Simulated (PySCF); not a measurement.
## Polarisability and C₆ of Os⁺ (osmium, charge +1)

[Xe] 4f14 5d6 6s1, high-spin 6D determinant. All numbers are calculated (PySCF 2.14, a scalar-relativistic core potential, in def2-TZVPPD with the def2 core potential (60 electrons) (6s5p3d2f1g, 59 functions)). Coupled (time-dependent) response in atomic units; α is the mean over directions.

```json
{"method": "LC-wPBE", "mean α (bohr³)": "26.63", "α xx, yy, zz": "26.89, 26.89, 26.11", "C₆ (like pair)": "209.8", "S(−4)": "301.2"}
```

S(−4) is the Cauchy moment in α(ω) = α(0) + S(−4) ω² + …

Spin-orbit coupling is absent.

α(iu) at LC-wPBE:

```
u (hartree)  α(iu) (bohr³)
          0          26.63
     0.0500          25.90
      0.100          24.02
      0.200          19.13
      0.300          15.02
      0.500          10.14
      0.750          7.145
       1.00          5.441
       1.50          3.485
       2.00          2.404
       3.00          1.320
       5.00         0.5583
```

For an ion, C₆ is the dispersion term alone; charge-induced terms of lower order in 1/R come first.

The components differ because the open shell of this determinant is not spherical; for a pure term their mean is the scalar polarisability.

Energies and moments cover only the electrons outside the core potential. Spin-orbit coupling, absent here, splits the open shell strongly.
